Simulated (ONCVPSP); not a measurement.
## K: variants of one ONCV potential

Base potential:

* Element: K
* Generator: ONCVPSP 4.0.1
* Type: optimised norm-conserving Vanderbilt (ONCV)
* Functional: LDA (Perdew-Zunger)
* Relativity: scalar-relativistic
* Frozen core: [Ne] 3s2
* Valence charge: 7
* Reference configuration: 3p6 4s0.5 4p0.5
* Partial waves: 4s: rc 3.30 bohr, ncon 5, nbas 8, qcut 2.1 1/bohr, 2 projectors, debl 1.6 Ha; 3p+4p: rc 2.70 bohr, ncon 4, nbas 8, qcut 4.6 1/bohr, 2 projectors; d scattering state at 0.16 Ha: rc 3.20 bohr, ncon 4, nbas 8, qcut 3.4 1/bohr, 3 projectors, debl 1 Ha
* Local potential: polynomial inside 2.50 bohr (lpopt 5, dvloc0 -1 Ha)
* Core correction: Teter function, fcfact 2.75, rcfact 1.1

Cutoffs, loose and tight: the cutoffs (Ha) at which the residual kinetic energy of the hardest occupied pseudo-wave falls to 1 and 0.1 mHa per electron. They do not see the model core or the augmentation charge, which bear on the density cutoff. Test errors are all-electron minus pseudo excitation energies from the reference, over the configurations 3p6 4s1 4p0; 3p6 4s0 4p0; 3p6 4s0.5 4p0; 3p5 4s1 4p0. A dash means not determined; rows that change the core or the reference have their own tests. The largest error is taken over the tests solved by every variant that gives reliable tests at all: 3p6 4s0 4p0; 3p6 4s0.5 4p0; 3p6 4s1 4p0.

For the base: The cutoffs count occupied waves only; projector 2 of the d channel, the hardest unoccupied one, needs 28 Ha at the loose tolerance.

A true bound ghost makes a file unfit for plane-wave use even where its test errors are small: the radial tests pick states by their node count and pass the ghost by.

```tsv
change	outcome	cutoff, loose	cutoff, tight	bound ghosts	GHOST(+) flags above zero	largest test error (meV)
base	generated	8.2 Ha	9.5 Ha	none	s	+2.8
s: qcut 1.3; p: qcut 2.9; d: qcut 2.1	failed: ERROR pspot: first pseudo wave function has node, program will stop	–	–	–	–	–
s: qcut 1.7; p: qcut 3.8; d: qcut 2.8	generated	7.3 Ha	24 Ha	none	s, d	+2.8
s: qcut 2.5; p: qcut 5.5; d: qcut 4.1	generated	9.6 Ha	11 Ha	s	none	+2.8
s: qcut 3; p: qcut 6.6; d: qcut 4.8	generated	11 Ha	13 Ha	s	none	+2.8
```

Problem. What comes out with this change to the base: s: qcut 2.7; p: qcut 5.9; d: qcut 4.4?

Solution. outcome: generated; cutoff, loose: 10 Ha; cutoff, tight: 12 Ha; bound ghosts: s; GHOST(+) flags above zero: none; largest test error (meV): +2.8.

Problem. What comes out with this change to the base: s: qcut 1.9; p: qcut 4.2; d: qcut 3.1?

Solution. outcome: generated; cutoff, loose: 7.5 Ha; cutoff, tight: 9.9 Ha; bound ghosts: none; GHOST(+) flags above zero: s, d; largest test error (meV): +2.8.

Problem. What comes out with this change to the base: s: qcut 2.2; p: qcut 4.9; d: qcut 3.6?

Solution. outcome: generated; cutoff, loose: 8.6 Ha; cutoff, tight: 10 Ha; bound ghosts: none; GHOST(+) flags above zero: s; largest test error (meV): +2.8.
